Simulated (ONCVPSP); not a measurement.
Reading a pseudo-wave (Co (Z = 27))

Columns: radius, all-electron u(r) and pseudo u(r) of the 3d shell (level -8.15 eV) of cobalt in the configuration [Ne] 3s2 3p6 3d7 4s2; revPBE, scalar-relativistic, ONCV scheme, ONCVPSP 4.0.1.

| r (bohr) | all-electron | pseudo |
| --- | --- | --- |
| 0.075 | 0.0419 | 0.0059 |
| 0.150 | 0.1903 | 0.0440 |
| 0.225 | 0.3866 | 0.1353 |
| 0.300 | 0.5744 | 0.2824 |
| 0.375 | 0.7268 | 0.4693 |
| 0.450 | 0.8374 | 0.6671 |
| 0.525 | 0.9078 | 0.8438 |
| 0.600 | 0.9440 | 0.9748 |
| 0.675 | 0.9533 | 1.0471 |
| 0.750 | 0.9430 | 1.0629 |
| 0.825 | 0.9192 | 1.0342 |
| 0.900 | 0.8864 | 0.9781 |
| 0.975 | 0.8483 | 0.9107 |
| 1.050 | 0.8072 | 0.8436 |
| 1.125 | 0.7650 | 0.7828 |
| 1.200 | 0.7227 | 0.7299 |
| 1.275 | 0.6813 | 0.6834 |
| 1.350 | 0.6412 | 0.6416 |
| 1.425 | 0.6028 | 0.6028 |
| 1.500 | 0.5663 | 0.5662 |
| 1.575 | 0.5317 | 0.5317 |
| 1.650 | 0.4991 | 0.4991 |
| 1.725 | 0.4685 | 0.4684 |
| 1.800 | 0.4397 | 0.4397 |
| 1.875 | 0.4128 | 0.4127 |
| 1.950 | 0.3875 | 0.3875 |

Problem. How many radial nodes do the two functions have?

Solution. The all-electron 3d function has n − l − 1 = 0; the pseudo-wave has 0.

Problem. At about which radius was the pseudo-wave matched?

Solution. 1.50 bohr. The columns agree to 0.0005 from 1.35 bohr on; several derivatives are matched, so the curves merge somewhat inside the radius.

Problem. Is the pseudo-wave norm-conserving?

Solution. Yes: the ONCV scheme keeps the norm inside the radius equal to the all-electron one, which fixes the energy derivative of the logarithmic derivative at the level.
